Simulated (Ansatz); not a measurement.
Isolated molecules relaxed with PBE0-D4/def2-TZVP in Ansatz; ΔE leaves out vibrations. CCSD(T)/CBS adds triple-zeta CCSD(T) − MP2 to the extrapolated MP2 energy (def2 sets, frozen cores). This one scheme is used for every species. Functionals use def2-TZVPP. B3LYP here is the variant with VWN-RPA as its local correlation; programs differ in this. For Ge outer-core shells are correlated without core-valence functions, which leaves a few kJ/mol of doubt a bond. Scalar relativity is left out up to krypton. One conformer a species, not always the lowest.

Consider the cleavage of the Si–Ge bond: `[GeH3][SiH]1CS1` + PH₃ → `P[SiH]1CS1` + GeH₄.

```csv
level,ΔE (kJ/mol)
B3LYP,-1.9
MP2/def2-TZVPP,-4.5
CCSD(T)/def2-TZVPP,-1.6
HF/def2-QZVPP,-4.1
```

Problem. What does CCSD(T)/CBS give? (Estimate.)

Solution. The calculation gave: -2.2 kJ/mol. The listed levels differ from it by 0.3, -2.3, 0.6, -1.9 kJ/mol.

Largest T1 diagnostic among the species: 0.013.
